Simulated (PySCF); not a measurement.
1-chloro-2-fluorocyclobutene (C4H4ClF), SMILES FC1=C(Cl)CC1.

Geometry: PBE0-D3(BJ)/def2-SVP.

Computed with HF/def2-TZVP run with PySCF.

```yaml
total_energy: -712.78464 hartree
point_group: Cs
highest_occupied_level: -9.56 eV
lowest_empty_level: 3.78 eV
orbital_gap: 13.34 eV
dipole_moment: 2.38 D
quadrupole, principal values (traceless, Buckingham form, about the centre of nuclear charge): -3.67, 0.84, 2.83 D·Å
mean_static_polarisability: 54.9 bohr³ (8.14 Å³)
polarisability_principal_values: 40.3, 52.1, 72.4 bohr³
```
